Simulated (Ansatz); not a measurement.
Program: Ansatz. Geometries: PBE0-D4/def2-TZVP. ΔE: electronic, gas phase. CCSD(T)/CBS adds triple-zeta CCSD(T) − MP2 to the extrapolated MP2 energy (def2 sets, frozen cores). This one scheme is used for every species. Functionals use def2-TZVPP. Each species was taken in one conformer, which may not be the lowest.

Consider the formal exchange of groups at a B–O bond: `FBOCS` + `FBF` → `FBB(F)F` + `OCS`.

CCSD(T)/CBS gives +193.7 kJ/mol.

Task: Another level gave +196.8 kJ/mol. Which?
A. LC-ωPBE/def2-TZVPP
B. revPBE/def2-TZVPP
C. CCSD(T)/def2-TZVPP
D. MP2/def2-TZVPP

Result: C. CCSD(T)/def2-TZVPP 196.8, LC-ωPBE 187.1, MP2/def2-TZVPP 203.4, revPBE 178.7 kJ/mol.

Largest T1 diagnostic among the species: 0.014.

From BLYP to BHLYP (50 % exact exchange), in def2-TZVPP and without D4, ΔE moves by +9.5 kJ/mol. Leaving LDA and LC-ωPBE aside and taking each functional with its dispersion term where it has one, the values, not all of them listed here, spread over 18.0 kJ/mol, from revPBE-D4 to BHLYP-D4. LDA lies +13.5 kJ/mol from PBE without D4.
